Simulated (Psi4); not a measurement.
diboron tetrafluoride (B$_{2}$F$_{4}$), singlet, geometry from GFN2-xTB; LCCD/6-31G run with Psi4.

Here is a job for Psi4.
```
memory 2 GB

molecule mol {
0 1
  F    -1.576872   -0.883978    0.675970
  B    -0.856332   -0.050030   -0.042943
  F    -1.593570    0.698751   -0.834960
  B     0.856332    0.050030    0.042943
  F     1.668795   -0.660205   -0.710020
  F     1.501647    0.845432    0.869010
}

set basis 6-31g
set reference rhf

energy('lccd')
print_variables()
```

Predict the main parts of the log of this Psi4 run.


```
   => Loading Basis Set <=

    Name: 6-31G
    Role: ORBITAL
    Keyword: BASIS

         ---------------------------------------------------------
                                   SCF
               by Justin Turney, Rob Parrish, Andy Simmonett
                          and Daniel G. A. Smith
                              RHF Reference
         ---------------------------------------------------------

  ==> Geometry <==

    Molecular point group: c1
    Full point group: C1

    Geometry (in Angstrom), charge = 0, multiplicity = 1:

       Center              X                  Y                   Z               Mass
    ------------   -----------------  -----------------  -----------------  -----------------
         F           -1.576872000000    -0.883978000000     0.675970000000    18.998403162730
         B           -0.856332000000    -0.050030000000    -0.042943000000    11.009305360000
         F           -1.593570000000     0.698751000000    -0.834960000000    18.998403162730
         B            0.856332000000     0.050030000000     0.042943000000    11.009305360000
         F            1.668795000000    -0.660205000000    -0.710020000000    18.998403162730
         F            1.501647000000     0.845432000000     0.869010000000    18.998403162730

  Running in c1 symmetry.

  Rotational constants: A =      0.18531  B =      0.06641  C =      0.06641 [cm^-1]
  Rotational constants: A =   5555.53860  B =   1991.05577  C =   1991.05535 [MHz]
  Nuclear repulsion =  203.264175052991504

  Charge       = 0
  Multiplicity = 1
  Electrons    = 46
  Nalpha       = 23
  Nbeta        = 23

  ==> Algorithm <==

  SCF Algorithm Type is PK.
  DIIS enabled.
  MOM disabled.
  Fractional occupation disabled.
  Guess Type is SAD.
  Energy threshold   = 1.00e-08
  Density threshold  = 1.00e-08
  Integral threshold = 1.00e-12

  ==> Primary Basis <==

  Basis Set: 6-31G
    Blend: 6-31G
    Number of shells: 30
    Number of basis functions: 54
    Number of Cartesian functions: 54
    Spherical Harmonics?: false
    Max angular momentum: 1

  ==> Integral Setup <==

  Using in-core PK algorithm.
   Calculation information:
      Number of atoms:                   6
      Number of AO shells:              30
      Number of primitives:             84
      Number of atomic orbitals:        54
      Number of basis functions:        54

      Integral cutoff                 1.00e-12
      Number of threads:                 1

  Performing in-core PK
  Using 2206710 doubles for integral storage.
  We computed 87111 shell quartets total.
  Whereas there are 108345 unique shell quartets.

  ==> DiskJK: Disk-Based J/K Matrices <==

    J tasked:                  Yes
    K tasked:                  Yes
    wK tasked:                  No
    Schwarz Cutoff:          1E-12

  Minimum eigenvalue in the overlap matrix is 7.4368236500E-03.
  Reciprocal condition number of the overlap matrix is 1.9284315945E-03.
    Using symmetric orthogonalization.

  ==> Pre-Iterations <==

  SCF Guess: Superposition of Atomic Densities via on-the-fly atomic UHF (no occupation information).

   -------------------------
    Irrep   Nso     Nmo
   -------------------------
     A         54      54
   -------------------------
    Total      54      54
   -------------------------

  ==> Iterations <==

                        Total Energy        Delta E     RMS |[F,P]|

   @RHF iter SAD:  -446.02269246066686   -4.46023e+02   0.00000e+00
   @RHF iter   1:  -447.12459782528276   -1.10191e+00   8.98925e-03 DIIS/ADIIS
   @RHF iter   2:  -447.19006588069436   -6.54681e-02   5.66607e-03 DIIS/ADIIS
   @RHF iter   3:  -447.21900331406437   -2.89374e-02   4.72542e-04 DIIS/ADIIS
   @RHF iter   4:  -447.21942998184022   -4.26668e-04   8.70911e-05 DIIS
   @RHF iter   5:  -447.21945367264766   -2.36908e-05   2.08449e-05 DIIS
   @RHF iter   6:  -447.21945518046448   -1.50782e-06   2.53108e-06 DIIS
   @RHF iter   7:  -447.21945519837732   -1.79128e-08   4.89681e-07 DIIS
   @RHF iter   8:  -447.21945519924350   -8.66180e-10   6.10203e-08 DIIS
   @RHF iter   9:  -447.21945519925555   -1.20508e-11   8.87523e-09 DIIS
  Energy and wave function converged.

  ==> Post-Iterations <==

    Orbital Energies [Eh]
    ---------------------

    Doubly Occupied:

[...]
    Virtual:

[...]
      54A      2.406621

    Final Occupation by Irrep:
              A
    DOCC [    23 ]
    NA   [    23 ]
    NB   [    23 ]

  @RHF Final Energy:  -447.21945519925555

   => Energetics <=

    Nuclear Repulsion Energy =            203.2641750529915043
    One-Electron Energy =               -1026.7788871074908457
    Two-Electron Energy =                 376.2952568552437924
    Total Energy =                       -447.2194551992555489

Computation Completed

Properties will be evaluated at   0.000000,   0.000000,   0.000000 [a0]

Properties computed using the SCF density matrix

 Multipole Moments:

 ------------------------------------------------------------------------------------
     Multipole            Electronic (a.u.)      Nuclear  (a.u.)        Total (a.u.)
 ------------------------------------------------------------------------------------

 L = 1.  Multiply by 2.5417464519 to convert [e a0] to [Debye]
 Dipole X            :          0.0000002           -0.0000000            0.0000002
 Dipole Y            :         -0.0000000            0.0000000           -0.0000000
 Dipole Z            :          0.0000002           -0.0000000            0.0000002
 Magnitude           :                                                    0.0000003

 ------------------------------------------------------------------------------------

 MINTS: Wrapper to libmints.
   by Justin Turney

   Calculation information:
      Number of threads:                 1
      Number of atoms:                   6
      Number of AO shells:              30
      Number of SO shells:              30
      Number of primitives:             84
      Number of atomic orbitals:        54
      Number of basis functions:        54

      Number of irreps:                  1
      Integral cutoff                 1.00e-12
      Number of functions per irrep: [  54 ]

 OEINTS: Overlap, kinetic, potential, dipole, and quadrupole integrals
         stored in file 35.

      Computed 919725 non-zero two-electron integrals.
        Stored in file 33.

        ==> Transform all two-electron integrals <==

	Presorting SO-basis two-electron integrals.
	Sorting File: SO Ints (nn|nn) nbuckets = 1
	Constructing frozen core operators
	Starting first half-transformation.
	Sorting half-transformed integrals.
	First half integral transformation complete.
	Starting second half-transformation.
	Two-electron integral transformation complete.

        **********************************************************
        *                                                        *
        *                   CCSD Integral Sort                   *
        *                                                        *
        **********************************************************

        CC integral sort will use                     15.68 mb

        Number of (ab|cd) temporary files:                2
        Number of (ab|ci) temporary files:                3
        Starting temporary file number:                 270

        *******************************************************
        *                                                     *
        *                       CEPA(0)                       *
        *        Coupled Electron Pair Approximation          *
        *                  (Linearized CCD)                   *
        *                                                     *
        *                   Eugene DePrince                   *
        *                                                     *
        *******************************************************

  ==> Input parameters <==

        Freeze core orbitals?                  no
        Use frozen natural orbitals?           no
        r_convergence:                  1.000e-07
        e_convergence:                  1.000e-06
        Number of DIIS vectors:                 8
        Number of frozen core orbitals:         0
        Number of active occupied orbitals:    23
        Number of active virtual orbitals:     31
        Number of frozen virtual orbitals:      0

  ==> Memory <==

        minimum memory requirements for QCISD =        11.67 mb
        (T) algorithm:                                 11.10 mb (low-memory)
        memory requirements for QCISD(T) =             11.10 mb

  ==> Define tiling <==

        v(ab,cd) diagrams will be evaluated in   1 blocks.
        v(ab,ci) diagrams will be evaluated in   1 blocks over ov2.
        v(ab,ci) diagrams will be evaluated in   1 blocks over ov.

  Allocate cpu memory (    16.90 mb).....done.
  Initialize cpu memory..................done.

  Begin CEPA(0) iterations

   Iter  DIIS          Energy       d(Energy)          |d(T)|     time
      0   0 1   -0.5907683259   -0.5907683259    0.3360678242        0
      1   1 1   -0.5680435769    0.0227247489    0.0464483181        1
      2   2 1   -0.5817889397   -0.0137453628    0.0165173276        0
      3   3 1   -0.5830750698   -0.0012861300    0.0054332088        0
      4   4 1   -0.5832726090   -0.0001975392    0.0009870006        0
      5   5 1   -0.5832767311   -0.0000041222    0.0003344891        1
      6   6 1   -0.5832771558   -0.0000004246    0.0000814554        0
      7   7 1   -0.5832771778   -0.0000000220    0.0000262351        0
      8   8 1   -0.5832771807   -0.0000000029    0.0000065397        0
      9   8 2   -0.5832771809   -0.0000000002    0.0000019057        1
     10   8 3   -0.5832771809   -0.0000000000    0.0000005702        0
     11   8 4   -0.5832771809   -0.0000000000    0.0000001347        0
     12   8 5   -0.5832771809   -0.0000000000    0.0000000447        0

  CEPA(0) iterations converged!

  CEPA(0) variational energy:      -0.583277180870
  CEPA(0) transition energy:       -0.583277180187

        OS SCS-MP2 correlation energy:          -0.516300068940
        SS SCS-MP2 correlation energy:          -0.053506089473
        SCS-MP2 correlation energy:             -0.569806158413
      * SCS-MP2 total energy:                 -447.789261357668

        OS MP2 correlation energy:              -0.430250057450
        SS MP2 correlation energy:              -0.160518268419
        MP2 correlation energy:                 -0.590768325869
      * MP2 total energy:                     -447.810223525124

        OS CEPA(0) correlation energy:          -0.454365201359
        SS CEPA(0) correlation energy:          -0.128911978828
        CEPA(0) correlation energy:             -0.583277180870
      * CEPA(0) total energy:                 -447.802732380126

  Total time for CEPA(0) iterations:       2.15 s (user)
                                        0.62 s (system)
                                           3 s (total)

  Time per iteration:                   0.18 s (user)
                                        0.05 s (system)
                                        0.25 s (total)

  Variable Map:
  ----------------------------------------------------------------------------
[...]
  Array Variable Map:
  ----------------------------------------------------------------------------
[...]
[...]
```
